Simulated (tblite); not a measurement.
Run record: tight-binding relaxation, `NCC(CN)N[SiH2]N`.

Computed with GFN2-xTB geometry optimisation, gas phase (tblite 0.8.0). Start geometry: from a force field or distance geometry. The input is one job of a driver script: a line of settings, then coordinates in Å.

Command:
```bash
OMP_NUM_THREADS=1 python probes_run.py task.json out
```

Input:
```
{"job": {"kind": "relax", "xc": "GFN2-xTB", "basis": "xTB"}, "charge": 0, "multiplicity": 1}
N     -1.199700    -2.308900    -0.189900
C     -1.406600    -1.008300     0.432200
C     -0.838200     0.026000    -0.466900
C     -1.040000     1.410600     0.163900
N     -0.529600     2.455800    -0.643200
N      0.508900    -0.189700    -0.875700
Si     1.679900    -0.243500     0.465100
N      3.294000    -0.389500    -0.298900
H     -1.577200    -3.094900     0.384800
H     -1.554800    -2.323000    -1.171800
H     -2.499200    -0.862300     0.542700
H     -0.920000    -0.963700     1.437800
H     -1.469400     0.034100    -1.384100
H     -2.129800     1.545800     0.275900
H     -0.612200     1.396500     1.194200
H      0.381900     2.793700    -0.301700
H     -1.200900     3.186000    -0.907900
H      0.538600    -1.166200    -1.304500
H      1.626700     0.977500     1.311600
H      1.527800    -1.396700     1.362900
H      3.345400     0.242800    -1.153300
H      4.063900    -0.102800     0.324400
```

Question: What does the run print?

Answer: 
```
step      E/eV     max force
  0    -733.67331    2.486
  1    -733.98883    0.994
  2    -734.07705    0.748
  3    -734.13013    0.671
  4    -734.16347    0.513
  5    -734.18390    0.359
  6    -734.19840    0.358
  7    -734.21776    0.340
  8    -734.23386    0.332
  9    -734.24806    0.232
... (129 lines left out)
139    -734.51885    0.025
140    -734.51894    0.027
141    -734.51904    0.024
142    -734.51910    0.018
143    -734.51915    0.016
144    -734.51919    0.018
145    -734.51925    0.018
146    -734.51930    0.012
147    -734.51933    0.011
148    -734.51936    0.008
```

«max force» is the largest atomic force in eV/Å.

Question: From which step on does the largest force stay under 0.1 eV/Å, and how much energy is left to gain from there?

Answer: From step 90 (0.098 eV/Å), 18.7 meV above the end.

In short: energy lowered by 19.5 kcal/mol over 148 steps; largest atomic force 0.008 eV/Å at the end.

Question: Give the final coordinates.

Answer: 0.519 Å rms from the input after alignment:
```
atom  x, y, z in Å
N1    -1.2314   -2.3643   -0.4714
C2    -1.4644   -1.1539    0.3007
C3    -0.8546    0.0464   -0.4401
C4    -1.1500    1.3512    0.2926
N5    -0.8238    2.4758   -0.5645
N6     0.5639   -0.1377   -0.6407
Si7    1.7906    0.2089    0.5129
N8     3.1652   -0.5937   -0.1534
H9    -1.5586   -3.1787    0.0357
H10   -1.7388   -2.3201   -1.3497
H11   -2.5329   -0.9571    0.4935
H12   -0.9547   -1.2665    1.2611
H13   -1.3269    0.1127   -1.4324
H14   -2.2197    1.4072    0.5206
H15   -0.5991    1.3437    1.2469
H16    0.1157    2.3500   -0.9259
H17   -0.8402    3.3405   -0.0343
H18    0.7035   -1.0174   -1.1213
H19    1.9114    1.6783    0.6026
H20    1.6759   -0.3281    1.8771
H21    3.3206   -0.5031   -1.1443
H22    4.0377   -0.4745    0.3318
```

On one thread, Arm Neoverse V1 (aarch64), shared host with 32 logical CPUs at a one-minute load of 29, this took 1.3 s.
Labels such as C1 count atoms from 1, the log's own numbers from 0.
